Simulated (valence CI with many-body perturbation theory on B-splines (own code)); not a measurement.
## Questions on Pm LVI

Level of theory: relativistic CI+MBPT: four valence electrons over a frozen Dirac-Fock core [He], a basis of 11 s, 11 p, 10 d, 8 f, 5 g, 2 h functions for each j, with the one-electron correlation potential Σ1 (screened to all orders), the two-electron term Σ2, the three-electron term Σ3, Breit, model QED; selected single and double excitations, second order for the rest, scaled by the run's own slope (own B-spline code, finite nucleus).

The last digits are not significant, and no measured levels were compared; by estimate large intervals hold to a few tenths of a per cent, small ones and those within an open d or f shell to about a per cent. Among the levels kept, up to 900 cm⁻¹ of a level comes from second order outside the variational space, and about a tenth of that is noise between levels of different J, which matters for small intervals.

Levels are named by their leading jj configuration (3d3/2^4 stands for four electrons in 3d with j = 3/2), which in mixed levels can hold well under half, so a name can repeat and another be missing.

Rates and lifetimes use the calculated energies. Strong lines usually hold to 10 to 20 %, long lifetimes can be off by a factor of two.

Problem. What is the ground level?

Solution. (2s^2 2p1/2^2) J=0, composition 69 % 2s²2p² ³P + 30 % 2s²2p² ¹S.

Problem. Where does the other parity begin?

Solution. At (2s 2p1/2^2 2p3/2) J=2, 59.06 Ry.

Problem. What is the ionisation energy?

Solution. 11820 eV; NIST lists 11819 ± 5 eV (theoretical).

Problem. Among levels below 635.49 Ry, which E1 lines absorb most strongly from the ground level?

Solution. to (2s^2 2p1/2 3d3/2) J=1 at 0.1776 nm, f = 1.01; to (2s 2p1/2^2 3p1/2) J=1 at 0.1791 nm, f = 0.457; to (2s 2p1/2^2 3p3/2) J=1 at 0.1743 nm, f = 0.348.

Problem. Name the longest-lived excited levels whose lifetime is computed, and their main decay.

Solution. (2s^2 2p1/2 2p3/2) J=2 at 43.93 Ry lives 349 ns, mostly by E2 to (2s^2 2p1/2^2) J=0; (2s^2 2p1/2 2p3/2) J=1 at 42.68 Ry lives 799 ps, mostly by M1 to (2s^2 2p1/2^2) J=0.

Problem. How well does LS coupling describe the low levels?

Solution. Among the lowest 20 levels the leading LS term, summed over configurations, holds 67 % on average. For single configurations the figures are 66 % in LS and 99 % in jj coupling. Terms mix most in the J = 1 level at 64.18 Ry, where the leading one holds 33 %.
